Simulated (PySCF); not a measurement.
Compound: C₆H₅F₂N.
Structure used (GFN2-xTB), in Å, numbered top down from 1:
```
atom  x, y, z in Å
C1     2.1374   -0.8810    0.6201
C2     1.0595   -0.2859    0.2357
C3    -0.0320    0.3092   -0.1539
C4    -0.0772    1.7524   -0.5777
F5    -0.8663    2.4746    0.2913
C6    -1.3590   -0.4214   -0.2296
F7    -1.6437   -0.7393   -1.5501
C8    -1.3371   -1.6321    0.5726
N9    -1.3072   -2.5786    1.2096
H10    2.7866   -1.3836   -0.0780
H11    2.4289   -0.9043    1.6572
H12   -0.5326    1.8544   -1.5698
H13    0.9186    2.2024   -0.5620
H14   -2.1766    0.2325    0.1125
```

Computed at PBE0/pcSseg-1 (PySCF, non-relativistic), with Q(14N) = 0.02044 b: N9, 14N (I = 1): χzz = -4.891 MHz, η = 0.150.

Q: Find the zero-field quadrupole resonance frequencies of 14N at N9.

A: From ν± = (3/4)|χ|(1 ± η/3) and ν0 = |χ|η/2: ν+ 3.851 MHz, ν− 3.485 MHz, ν0 0.366 MHz (nitrile nitrogen).

In a crystal, neighbours and librations shift these lines. One conformer (not necessarily the lowest) at the GFN2-xTB geometry, without solvent, vibrations or thermal averaging. GFN2-xTB bond lengths can be off by several hundredths of an ångström, more for odd bonds, and the gradients follow them. The basis is small and wasn't made for field gradients, so the couplings can be 20 % off.
